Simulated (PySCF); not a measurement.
**Pd⁺ (palladium, charge +1) across methods**

[Kr] 4d8 5s1, high-spin 4F determinant (an excited configuration). Calculation: PySCF 2.14, in ANO-RCC-VTZP; scalar relativity by spin-free X2C-1e.

```tsv
method	E (hartree)	mean ε 4d α (eV)	mean ε 4d β (eV)	mean ε 5s α (eV)	Σ⟨r²⟩ (bohr²)	⟨S²⟩
LC-wPBE	-5044.28	-23.724	-22.269	-15.784	41.41	3.751
LDA	-5039.32	-19.204	-17.741	-13.362	41.72	3.750
HSE06	-5044.32	-20.586	-19.044	-13.340	41.51	3.751
r2SCAN	-5044.70	-19.467	-17.907	-13.224	41.46	3.752
PBE0	-5044.37	-21.002	-19.451	-13.675	41.46	3.751
PBE	-5044.30	-19.011	-17.564	-13.024	41.62	3.751
r2SCANh	-5044.69	-20.216	-18.634	-13.490	41.43	3.752
```

Problem. Estimate the same row for UHF.

Solution. E (hartree) = -5042.26230; mean ε 4d α (eV) = -26.076; mean ε 4d β (eV) = -24.153; mean ε 5s α (eV) = -15.094; Σ⟨r²⟩ (bohr²) = 41.58; ⟨S²⟩ = 3.753.
